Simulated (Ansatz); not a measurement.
Start from `O=C[Se][Zn][Cl]` and change one atom or group to get `O=C[SeH]`.

Ansatz, PBE0-D4/def2-TZVP geometries, multiplicity 1. Each molecule was computed in one conformer, which needn't be the lowest. `O=C[Se][Zn][Cl]` holds a close contact that its SMILES doesn't draw: Zn···O 2.19 Å.

Scalar relativity is left out up to krypton. Spin–orbit coupling is left out; it splits and shifts lone-pair levels of the heavy atoms by tenths of an eV.

```tsv
property	`O=C[Se][Zn][Cl]`
HOMO–LUMO gap (B3LYP/def2-TZVPP) / eV	5.30
HOMO–LUMO gap (PBE/def2-TZVPP) / eV	3.71
LUMO energy (B3LYP/def2-TZVPP) / eV	-2.33
size of the dipole moment (ωB97M-V/def2-TZVPP) / D	3.27
HOMO energy (ωB97M-V/def2-TZVPP) / eV	-9.92
HOMO energy (PBE/def2-TZVPP) / eV	-6.79
```

What does the change do to each property? (An estimate is asked.)

Computed: 
| property | `O=C[SeH]` | shift |
| --- | --- | --- |
| HOMO–LUMO gap (B3LYP/def2-TZVPP) / eV | 6.04 | 0.74 |
| HOMO–LUMO gap (PBE/def2-TZVPP) / eV | 4.22 | 0.51 |
| LUMO energy (B3LYP/def2-TZVPP) / eV | -1.39 | 0.94 |
| size of the dipole moment (ωB97M-V/def2-TZVPP) / D | 2.61 | -0.66 |
| HOMO energy (ωB97M-V/def2-TZVPP) / eV | -9.77 | 0.15 |
| HOMO energy (PBE/def2-TZVPP) / eV | -6.42 | 0.37 |

With PBE0 the HOMO rises by 0.22 eV and the LUMO rises by 0.98 eV, so the gap widens by about 0.76 eV. PBE moves the HOMO by 0.37 eV and ωB97M-V by 0.15 eV. The zero-point energy changes by 13.5 kJ/mol with -3 modes. Dipoles are sizes alone; their direction can turn.

Positive LUMOs are unbound, so they and the gaps depend on the basis.

B3LYP here is the variant with VWN-RPA as its local correlation; programs differ in this.
